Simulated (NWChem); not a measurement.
**Basis-set dependence for F$_{2}$Ge**

```xyz
3

Ge     0.0000     0.0000    -0.4160
F      1.3105     0.0000     0.7395
F     -1.3105     0.0000     0.7395
```
Charge 0, spin multiplicity 1.

The numbers come from NWChem runs, not from measurements. The geometry was optimised at PBE0/def2-SVP, a minimum by its harmonic frequencies.

Hartree-Fock energies in Ha, correlation energies in mHa.

The Hamiltonian is non-relativistic. The correlated methods keep 11 core orbitals frozen. The Pople sets run with spherical d functions. The structure started from a generated list of species. No row is a measurement; the coupled-cluster row has its own basis-set and correlation limits.

| basis | functions | RHF | MP2 | SCS-MP2 | CCSD | CCSD+T(CCSD) | CCSD(T) | CR-CCSD[T] | CR-CCSD(T) |
|---|---|---|---|---|---|---|---|---|---|
| def2-SVP | 60 | -2273.88731 | -581.2 | -550.2 | -581.0 | -596.2 | -593.6 | -592.9 | -591.0 |
| 6-311G** | 80 | -2274.32252 | -639.2 | -605.6 | -633.3 | -653.4 | -650.9 | -649.0 | -647.1 |
| def2-TZVP | 110 | -2274.41523 | -728.4 | -698.2 | not run | not run | not run | not run | not run |

From 6-311G** to def2-TZVP the Hartree-Fock energy moves by -92.7 mHa and the MP2 correlation energy by -89.2 mHa, which is 12 % of its value in the larger set.
